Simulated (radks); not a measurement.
Question: Coherent X-ray form factor from a spherical all-electron density. Method: scalar-relativistic Kohn-Sham, PBEsol, spin-unpolarised, spherical densities, finite nucleus; Fermi nuclear charge, rms radius of each element as measured or else 0.836 A^(1/3) + 0.57 fm; computed with a radial shooting solver on a logarithmic mesh with Libxc functionals.

sin(theta)/lambda (1/angstrom),f0 (electrons)
0.05,31.639
0.1,30.629
0.15,29.161
0.2,27.457
0.25,25.703
0.3,24.012
0.4,20.958
0.5,18.290
0.6,15.908
0.8,11.980
1,9.272
1.25,7.294
1.5,6.217
2,4.915

The species is in the configuration that NIST lists as its ground one. Which atom or ion scatters so?

Answer: The bromine ion Br3+, [Ar] 3d10 4s2 4p2. Extrapolating in s^2 from the first two rows gives f0(0) = 32.0, near the electron count 32; among species with that count, the fall with angle is slower the higher Z, and the table is that of Z = 35; from so few rows the species is fixed only to a neighbour or two.
